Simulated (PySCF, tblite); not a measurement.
Isomers of C5H13FSi3. Method: GFN2-xTB as coded in tblite; computed harmonic values from a numerical Hessian at the method's own geometry, unscaled. Against measured fundamentals such values can be off by several per cent, at times by over 20. Modes of hydrogen on silicon can be 10 to 20 % off. One conformer each.

Electronic energies: PBE0/pcSseg-1 single points on the GFN2-xTB geometries (PySCF, gas phase).

```tsv
SMILES	electronic energy, lowest = 0 (kJ/mol)
C#C[Si@@](C)(C[SiH3])C[SiH2]F	0.0
C[SiH2]C1=CC[SiH2][SiH2][C@@H]1F	122.5
CC#C[Si@@H]([SiH3])[SiH2][C@@H](C)F	244.1
```

Problem. How do GFN2-xTB zero-point energies change the relative energies?

Solution. 
| SMILES | ZPE (kJ/mol) | of it from modes above 1550 cm⁻¹ | electronic (kJ/mol) | with ZPE, lowest = 0 (kJ/mol) | lowest mode (cm⁻¹) | rings |
| --- | --- | --- | --- | --- | --- | --- |
| C#C[Si@@](C)(C[SiH3])C[SiH2]F | 401.5 | 227.0 | 0.0 | 0.0 | 24 | 0 |
| C[SiH2]C1=CC[SiH2][SiH2][C@@H]1F | 406.0 | 215.0 | 122.5 | 127.0 | 50 | 1 |
| CC#C[Si@@H]([SiH3])[SiH2][C@@H](C)F | 398.0 | 218.2 | 244.1 | 240.6 | 14i | 0 |

The zero-point energies span 8.0 kJ/mol, from `CC#C[Si@@H]([SiH3])[SiH2][C@@H](C)F` to `C[SiH2]C1=CC[SiH2][SiH2][C@@H]1F`. Slightly imaginary modes are left out of the zero-point energy: `CC#C[Si@@H]([SiH3])[SiH2][C@@H](C)F` 13.8i cm⁻¹. The order is unchanged.

Problem. And how do the electronic energies of GFN2-xTB itself compare?

Solution. `C#C[Si@@](C)(C[SiH3])C[SiH2]F` 0.0; `C[SiH2]C1=CC[SiH2][SiH2][C@@H]1F` 44.1; `CC#C[Si@@H]([SiH3])[SiH2][C@@H](C)F` 159.8 kJ/mol, lowest = 0. Against the energies above, taken from the same isomer `C#C[Si@@](C)(C[SiH3])C[SiH2]F`, the largest difference is 84.3 kJ/mol.
